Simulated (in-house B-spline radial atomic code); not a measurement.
Whole-atom quantities along the 66-electron series, configuration [Xe] 4f12. Breit and QED terms are first order and not part of the total energy; the density at the nucleus is averaged over the nuclear charge. Computed with a B-spline radial code for spherical atoms: Dirac-Hartree-Fock, average of the configuration, finite nuclei.

| ion | Z | E/Z² (Eh) | Σ<r²> (bohr²) | n(0)/Z³ (bohr⁻³) | Lamb diamagnetic shielding (ppm) | repulsion over attraction | Breit energy (eV) | self-energy (eV) | vacuum polarisation (eV) | Dirac less non-relativistic energy (Eh) |
| --- | --- | --- | --- | --- | --- | --- | --- | --- | --- | --- |
| Er2+ | 68 | -2.8312 | 36.526 | 2.5799 | 8449.57 | 0.14929 | 342.25 | 276.63 | -45.764 | -594.1 |
| Tm3+ | 69 | -2.8509 | 32.512 | 2.6816 | 8636.84 | 0.14821 | 359.98 | 292.19 | -49.036 | -634.26 |
| Yb4+ | 70 | -2.8704 | 29.373 | 2.771 | 8824.96 | 0.14703 | 378.38 | 308.46 | -52.499 | -676.55 |
| Lu5+ | 71 | -2.8897 | 26.801 | 2.8686 | 9014.3 | 0.14579 | 397.47 | 325.47 | -56.182 | -721.11 |
